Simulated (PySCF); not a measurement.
HCl$_{2}$OTi (SMILES [OH][Ti+]([Cl])[Cl]), charge +1, singlet, geometry from GFN2-xTB (such geometries of metal compounds can be far from the true shape) (the multiplicity is a formal guess); B3LYP/6-31G* (PySCF).

Here is a job for PySCF.
```python
from pyscf import gto, scf, dft

mol = gto.Mole()
mol.atom = '''
    Ti    0.12390598    0.11494892    0.56608490
    Cl   -1.28243410   -1.29189440   -0.14479010
    Cl    0.22989792    1.49208641   -1.03198747
    O     1.59064046   -0.61057994    0.82154334
    H     2.44206012   -1.04750071    0.97900448
'''
mol.basis = '6-31g*'
mol.charge = 1
mol.verbose = 4
mol.build()

mf = dft.RKS(mol)
mf.xc = 'b3lyp'
mf.diis = False
mf.max_cycle = 100
mf.kernel()
mf.analyze()
```

Output, abridged:

```
PySCF version 2.14.0

[INPUT] verbose = 4
[INPUT] num. atoms = 5
[INPUT] num. electrons = 64
[INPUT] charge = 1
[INPUT] spin (= nelec alpha-beta = 2S) = 0
[INPUT] symmetry False subgroup None
[INPUT] Mole.unit = angstrom
[INPUT] Symbol           X                Y                Z      unit          X                Y                Z       unit  Magmom
[...]
nuclear repulsion = 349.765711996021
number of shells = 36
number of NR pGTOs = 230
number of NR cGTOs = 86
basis = 6-31g*
ecp = {}

******** <class 'pyscf.dft.rks.RKS'> ********
method = RKS
initial guess = minao
damping factor = 0
level_shift factor = 0
DIIS disabled
SCF conv_tol = 1e-09
SCF conv_tol_grad = None
SCF max_cycles = 100
direct_scf = True
direct_scf_tol = 1e-13
XC library pyscf.dft.libxc version 7.1.2
    S. Lehtola, C. Steigemann, M. J. T. Oliveira, and M. A. L. Marques,  SoftwareX 7, 1–5 (2018)
XC functionals = b3lyp
    P. J. Stephens, F. J. Devlin, C. F. Chabalowski, and M. J. Frisch,  J. Phys. Chem. 98, 11623 (1994)
radial grids:
    Treutler-Ahlrichs [JCP 102, 346 (1995); DOI:10.1063/1.469408] (M4) radial grids

becke partition: Becke, JCP 88, 2547 (1988); DOI:10.1063/1.454033
pruning grids: <function nwchem_prune>
grids dens level: 3
symmetrized grids: False
atomic radii adjust function: <function treutler_atomic_radii_adjust>
small_rho_cutoff = 0
Set gradient conv threshold to 3.16228e-05
Initial guess from minao.
tot grids = 82560
init E= -1846.00233180839
[...]
cycle= 1 E= -1845.13117239149  delta_E= 0.871  |g|= 1.12  |ddm|= 2.47
[...]
cycle= 2 E= -1829.57747300157  delta_E= 15.6  |g|= 8.21  |ddm|= 4.76
[...]
cycle= 3 E= -1794.37463957474  delta_E= 35.2  |g|= 6.97  |ddm|= 13.2
[...]
cycle= 4 E= -1735.19623170035  delta_E= 59.2  |g|= 13.4  |ddm|= 16.8
[...]
cycle= 5 E= -1779.86989409412  delta_E= -44.7  |g|= 8.38  |ddm|= 19.5
[...]
cycle= 6 E= -1729.09078830003  delta_E= 50.8  |g|= 13.6  |ddm|= 19.2
[...]
cycle= 7 E= -1779.70320739786  delta_E= -50.6  |g|= 8.38  |ddm|= 19.4
[...]
cycle= 8 E= -1728.59439118949  delta_E= 51.1  |g|= 13.6  |ddm|= 19.4
[...]
cycle= 9 E= -1779.70661670903  delta_E= -51.1  |g|= 8.38  |ddm|= 19.5
[...]
cycle= 10 E= -1728.44226606265  delta_E= 51.3  |g|= 13.6  |ddm|= 19.4
[...]
cycle= 11 E= -1779.70885394758  delta_E= -51.3  |g|= 8.38  |ddm|= 19.5
[...]
cycle= 12 E= -1728.38975191092  delta_E= 51.3  |g|= 13.7  |ddm|= 19.5
[...]
cycle= 13 E= -1779.70976573081  delta_E= -51.3  |g|= 8.38  |ddm|= 19.5
[...]
[...]
[...]
cycle= 81 E= -1779.71029150146  delta_E= -51.3  |g|= 8.38  |ddm|= 19.5
[...]
cycle= 82 E= -1728.36181551565  delta_E= 51.3  |g|= 13.7  |ddm|= 19.5
[...]
cycle= 83 E= -1779.71029150146  delta_E= -51.3  |g|= 8.38  |ddm|= 19.5
[...]
cycle= 84 E= -1728.36181551565  delta_E= 51.3  |g|= 13.7  |ddm|= 19.5
[...]
cycle= 85 E= -1779.71029150146  delta_E= -51.3  |g|= 8.38  |ddm|= 19.5
[...]
cycle= 86 E= -1728.36181551565  delta_E= 51.3  |g|= 13.7  |ddm|= 19.5
[...]
cycle= 87 E= -1779.71029150146  delta_E= -51.3  |g|= 8.38  |ddm|= 19.5
[...]
cycle= 88 E= -1728.36181551565  delta_E= 51.3  |g|= 13.7  |ddm|= 19.5
[...]
cycle= 89 E= -1779.71029150146  delta_E= -51.3  |g|= 8.38  |ddm|= 19.5
[...]
cycle= 90 E= -1728.36181551564  delta_E= 51.3  |g|= 13.7  |ddm|= 19.5
[...]
cycle= 91 E= -1779.71029150146  delta_E= -51.3  |g|= 8.38  |ddm|= 19.5
[...]
cycle= 92 E= -1728.36181551565  delta_E= 51.3  |g|= 13.7  |ddm|= 19.5
[...]
cycle= 93 E= -1779.71029150146  delta_E= -51.3  |g|= 8.38  |ddm|= 19.5
[...]
cycle= 94 E= -1728.36181551565  delta_E= 51.3  |g|= 13.7  |ddm|= 19.5
[...]
cycle= 95 E= -1779.71029150146  delta_E= -51.3  |g|= 8.38  |ddm|= 19.5
[...]
cycle= 96 E= -1728.36181551565  delta_E= 51.3  |g|= 13.7  |ddm|= 19.5
[...]
cycle= 97 E= -1779.71029150146  delta_E= -51.3  |g|= 8.38  |ddm|= 19.5
[...]
cycle= 98 E= -1728.36181551565  delta_E= 51.3  |g|= 13.7  |ddm|= 19.5
[...]
cycle= 99 E= -1779.71029150146  delta_E= -51.3  |g|= 8.38  |ddm|= 19.5
[...]
cycle= 100 E= -1728.36181551566  delta_E= 51.3  |g|= 13.7  |ddm|= 19.5
SCF not converged.
SCF energy = -1728.36181551566
**** SCF Summaries ****
Total Energy =                       -1728.361815515655735
Nuclear Repulsion Energy =             349.765711996021082
One-electron Energy =                -3344.389381897360181
Two-electron Energy =                 1266.261854385683591
Two-electron Coulomb Energy =         1381.028468938028027
DFT Exchange-Correlation Energy =     -114.766614552344507
HOMO-LUMO gap [eV] =                     1.479693691277861
**** MO energy ****
[...]
 ** Mulliken pop on meta-lowdin orthogonal AOs  **
 ** Mulliken pop  **
 ** Mulliken atomic charges  **
charge of    0Ti =    -18.12647
charge of    1Cl =      6.22767
charge of    2Cl =      6.21680
charge of    3O =      5.68542
charge of    4H =      0.99658

WARN: System has nonzero charge 1; the dipole moment is origin-dependent.
Location of origin: [0. 0. 0.]

Dipole moment(X, Y, Z, Debye): 24.98596, -33.44184, -60.38060
```

The run did not converge; its last values are not results.
